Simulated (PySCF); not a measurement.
BH4N, SMILES BN. Heavy atoms are numbered as in [BH2:1][NH2:2]. Hydrogens are named by the atom that carries them.

Geometry: PBE-D3(BJ)/def2-TZVP.

Method: CAM-B3LYP/def2-TZVPD (PySCF).

Mulliken values depend strongly on the basis, most of all with diffuse functions as here. ESP charges are fitted to the potential on shells at 1.4 to 2.0 van der Waals radii. Atomic charges (e), one atom of each kind:

| atom | ESP fit | Mulliken |
|---|---|---|
| B1 (BH2) | 0.33 | -0.06 |
| N2 (NH2) | -0.87 | -0.25 |
| H on B1 | -0.11 | -0.05 |
| H on N2 | 0.38 | 0.20 |
